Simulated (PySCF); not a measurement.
# Reading the logs of faulty runs: BGeH7OSi

These are calculations, not measurements. They come from PySCF 2.14.0, an open-source quantum chemistry program, on an isolated molecule that a program drew, which may never have been made. The molecule is BGeH7OSi (charge 0, singlet), drawn as the SMILES string `[BH2][GeH2][SiH2]O`.

Each row is a Hartree-Fock (HF) and frozen-core CCSD(T) single point in the cc-pV(D+d)Z basis, meant for a local HF minimum. Run 1 is clean. Each other run has one planted mistake out of seven kinds, and not every kind appears here: one electron removed, one electron added, multiplicity raised by two, geometry at a saddle point, minimal basis STO-3G, one bond length entered in bohr, all coordinates scaled. The reference is restricted for singlets and unrestricted otherwise, and also for a bond in bohr. Adding or removing an electron swaps singlet and doublet. Electrons count all cores. HOMO and LUMO are orbital energies over both spins, the gradient is its largest component, and the lowest frequency (negative if imaginary) is given only where the gradient is small. Bond lengths are over the 10 bonds as drawn. T1 is the CCSD diagnostic: over 0.02 (restricted) or 0.045 (unrestricted) a single reference is doubtful. Germanium has the cc-pVDZ-PP basis, with a core potential (ECP10MDF) in place of its 10 inner electrons, and its 3s, 3p and 3d shells are frozen in CCSD(T).

Geometry of the clean run:
```xyz
11
BGeH7OSi, angstrom
B     1.8026    1.3357   -0.3635
Ge    1.3789   -0.5961   -1.0112
Si    1.0995   -2.0956    0.8597
O    -0.1515   -1.6184    1.8377
H     0.9212    2.1171   -0.1422
H     2.9331    1.6793   -0.1627
H     2.5007   -1.1568   -1.9020
H     0.0796   -0.6366   -1.8385
H     0.8778   -3.4693    0.3474
H     2.3000   -2.0895    1.7181
H    -1.0228   -1.5677    1.4747
```

| run | electrons | basis functions | <S^2> | HOMO (eV) | LUMO (eV) | gradient (hartree/bohr) | lowest frequency (cm^-1) | mean bond (Å) | longest bond (Å) | T1 | HF (hartree) | CCSD(T) (hartree) | mistake |
|---|---|---|---|---|---|---|---|---|---|---|---|---|---|
| 1 | 66 | 109 | 0.000 | -10.01 | 1.30 | 2.2e-05 | 44 | 1.5533 | 2.414 | 0.0134 | -685.94745 | -686.48675 | no fault |
| 2 | 66 | 109 | 0.815 | -10.16 | 1.08 | 2.6e-02 | - | 1.6374 | 2.414 | 0.0575 | -685.81128 | -686.33951 | one bond length entered in bohr |
| 3 | 66 | 109 | 2.025 | -7.20 | -1.72 | 5.9e-02 | - | 1.5533 | 2.414 | 0.0204 | -685.82727 | -686.36065 | multiplicity raised by two |
| 4 | 65 | 109 | 0.786 | -16.38 | -7.92 | 8.3e-02 | - | 1.5533 | 2.414 | 0.0235 | -685.61839 | -686.14191 | ? |

**Which mistake was planted in run 4, and what did it cost?**

It counts 65 electrons, one fewer than the clean run, at the same geometry and basis. So the mistake is: one electron removed. Subtracting run 1 and multiplying by 627.51 kcal/mol a hartree, the energy moved by 206.5 kcal/mol in HF and 216.4 kcal/mol in CCSD(T).

Cautions from the logs. Run 2: T1 is over the limit, so its CCSD(T) energy is less reliable.
